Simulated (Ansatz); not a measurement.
Cost and result up the ladder for Ga4F4 (8 atoms). The state is a singlet with charge 0. Geometry: r2SCAN-D4/def2-SVP.

Cartesian coordinates in Å:
```
Ga 1.389 1.334 -0.451
Ga 1.037 -1.624 0.391
Ga -1.537 0.729 1.906
Ga -1.756 -0.329 -1.826
F 2.442 -0.299 -0.060
F -2.081 0.240 0.054
F 0.327 0.336 1.252
F 0.178 -0.387 -1.266
```

Ansatz on 4 threads of Arm Neoverse V1 on a shared host. Times are rough, and most runs start from the orbitals of an earlier one. PBE0-D4/def2-TZVP serves as the yardstick here, not as an exact answer. Differences are given only for rows in sets of like size (and for xTB, whose basis is part of the method), since another set adds its own error. Binding counts from free atoms at the same level (Ga doublet, F doublet; other spins of the atoms weren't run), without zero-point energy or a counterpoise term.

LC-ωPBE has ω = 0.4 bohr⁻¹. B3LYP takes the VWN-RPA correlation. Correlated methods freeze 40 core orbitals; core or outer-core shells of Ga are correlated, in sets that lack core-valence functions. Another isomer (singlet) lies 0.10 eV lower at PBE0-D4/def2-TZVP; other spin states weren't run for this one.

Correlated methods converge slowly with the basis.

```
                         level  functions  binding energy per atom (eV)  difference from PBE0-D4/def2-TZVP (eV)
PBE-D4/def2-TZVP (with forces)        316                          3.47                                    0.17
              B2PLYP/def2-TZVP        316                          3.32                                    0.02
           r2SCAN-D4/def2-TZVP        316                          3.40                                    0.10
             PBE0-D4/def2-TZVP        316                          3.30                                    0.00
             LC-ωPBE/def2-TZVP        316                          3.32                                    0.02
              PBE0-D4/def2-SVP        184                          3.40                                       –
            B3LYP-D4/def2-TZVP        316                          3.35                                    0.05
                 MP2/def2-TZVP        316                          3.47                                    0.17
             RPA@PBE/def2-TZVP        316                          3.02                                   -0.27
               PBE-D4/def2-SVP        184                          3.59                                       –
```

(1) Estimate how long each takes.

Answers

(1) PBE-D4/def2-SVP 3 s; PBE0-D4/def2-SVP 6.5 s; PBE-D4/def2-TZVP (with forces) 8 s; LC-ωPBE/def2-TZVP 10 s; r2SCAN-D4/def2-TZVP 15 s; B3LYP-D4/def2-TZVP 17 s; RPA@PBE/def2-TZVP 18 s; MP2/def2-TZVP 19 s; PBE0-D4/def2-TZVP 20 s; B2PLYP/def2-TZVP 26 s. On shared hardware such times vary by a factor of up to 3.
